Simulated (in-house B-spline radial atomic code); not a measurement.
# Binding energies in Dy IX (Dy8+)

NIST's tabulated ground configuration is [Kr] 4d10 4f8 5s2 5p2; each binding energy is the energy of the ion with one electron taken from that subshell, relaxed, less that of the parent. Level of theory: Dirac-Hartree-Fock, average of configuration, Fermi nucleus of rms radius 5.2218 fm; calculated with a B-spline radial code for spherical atoms. Energies include first-order Breit, QED and recoil terms.

```
subshell  X-ray name  binding energy (eV)  -ε (eV)  relaxation (eV)
      1s           K              53926.6  54240.7             75.3
      2s          L1               9193.2   9263.0             41.8
      3s          M1               2190.4   2216.3             20.5
   3d3/2          M4                 1472   1496.2             22.4
   3d5/2          M5               1436.5   1459.6             22.0
      4s          N1                558.9    566.6              6.5
   4d3/2          N4                302.9    308.4              5.2
   4d5/2          N5                296.1    301.2              5.0
      5s          O1                167.1    168.0              0.6
      5p        O2,3                139.2    139.8              0.4
      4f        N6,7                136.2    139.9              3.9
```

Relaxation = -ε minus the binding energy without Breit, QED and recoil terms.

Q: What does it cost to remove both a 4f and a 5p electron?

A: 295.36 eV, which is 19.97 eV more than the two single binding energies together.

Q: What does it cost to remove both a 3d5/2 and a 4f electron?

A: 1604.3 eV, which is 31.63 eV more than the two single binding energies together.
